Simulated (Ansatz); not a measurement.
Mulliken charges of CH3FOS2W (`C[O][W]([F])(=[S])=[S]`) from r2SCAN/def2-TZVPP in Ansatz (PBE0-D4/def2-TZVP geometry).

| atom | x (Å) | y (Å) | z (Å) | charge (e) |
| --- | --- | --- | --- | --- |
| C1 | 0.919 | -1.321 | -0.039 | 0.028 |
| O2 | -0.256 | -0.557 | -0.149 | -0.361 |
| W3 | -0.972 | 1.120 | -0.004 | 0.874 |
| F4 | -2.796 | 1.097 | -0.332 | -0.294 |
| S5 | 0.025 | 2.383 | -1.390 | -0.247 |
| S6 | -0.569 | 1.837 | 1.953 | -0.246 |
| H7 | 1.321 | -1.232 | 0.973 | 0.083 |
| H8 | 1.657 | -0.965 | -0.763 | 0.083 |
| H9 | 0.670 | -2.362 | -0.248 | 0.080 |

Question: By hand: the dipole of these point charges (1 e Å = 4.8032 D).

Answer: Σ q r = (0.525, -0.591, 0.007) e Å, of length 0.791 e Å = 3.80 D.

Question: How does the dipole of the full density compare? (Best estimate.)

Answer: Ansatz gave: (0.323, -0.709, -0.049) e Å, 3.75 D; the point charges give 1.01 times that, at 18° from its direction.

Point charges leave out the atoms' own dipoles, such as those of lone pairs, and Mulliken's split depends on the basis, so the close match here is no proof of good charges.
